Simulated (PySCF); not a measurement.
# [V(H2O)6]3+: what the settings change

[V(H2O)6]3+ holds V(III), d2, at total charge +3. The structure is a PBE0-D3(BJ)/def2-SVP, IEF-PCM water geometry optimised for multiplicity 3; coordination octahedral, point group D2h, metal–donor distances 1.94–2.01 Å.

```
19

V     0.0000    0.0000    0.0000
O     2.0130    0.0000    0.0000
H     2.5761    0.7893    0.0000
H     2.5761   -0.7893    0.0000
O    -2.0130    0.0000    0.0000
H    -2.5761    0.7893    0.0000
H    -2.5761   -0.7893    0.0000
O     0.0000    2.0114    0.0000
H     0.0000    2.5746    0.7903
H     0.0000    2.5746   -0.7903
O     0.0000   -2.0114    0.0000
H     0.0000   -2.5746    0.7903
H     0.0000   -2.5746   -0.7903
O     0.0000    0.0000    1.9419
H     0.7945    0.0000    2.5050
H    -0.7945    0.0000    2.5050
O     0.0000    0.0000   -1.9419
H     0.7945    0.0000   -2.5050
H    -0.7945    0.0000   -2.5050
```

Method (PySCF 2.14, density fitting): CASSCF(2,5) with orbitals averaged over all microstates of the shell, strongly contracted NEVPT2 on the averaged canonical orbitals; basis x2c-TZVPall on the metal, x2c-SVPall elsewhere; spin-free X2C; IEF-PCM water; spin-orbit coupling by state interaction with the mean-field operator over all roots.

Base run: NEVPT2 ground state 3B3g (from 3T1g), next 3B2g (from 3T1g) at 795, then 3B1g (from 3T1g) at 827 cm⁻¹, 10Dq(CASSCF) 16741, B(CASSCF) 984, ζ 194 cm⁻¹, D 18.23 cm⁻¹, g 1.547 1.613 1.927, μeff(300 K) 2.74 μB.

Task: What happens with the basis x2c-TZVPall on all atoms?

Result: NEVPT2 ground state 3B3g (from 3T1g), next 3B2g (from 3T1g) at 778, then 3B1g (from 3T1g) at 841 cm⁻¹, 10Dq(CASSCF) 16568, B(CASSCF) 984, ζ 194 cm⁻¹, D 18.39 cm⁻¹, g 1.536 1.616 1.927, μeff(300 K) 2.74 μB. It took 45 s against 21 s on a shared host of the same kind.

Task: What happens with orbitals averaged over the highest spin alone?

Result: NEVPT2 ground state 3B3g (from 3T1g), next 3B2g (from 3T1g) at 788, then 3B1g (from 3T1g) at 822 cm⁻¹, 10Dq(CASSCF) 16738, B(CASSCF) 993, ζ 196 cm⁻¹, D 18.68 cm⁻¹, g 1.537 1.605 1.924, μeff(300 K) 2.74 μB.

NEVPT2 lifts 3B3g (from 3T2g) from 15084 to 17169 cm⁻¹; on the d shell alone it tends to overshoot states that fill the eg-type orbitals. NEVPT2 on the d shell alone tends to put d–d bands too high for such charged or covalently bound ions.
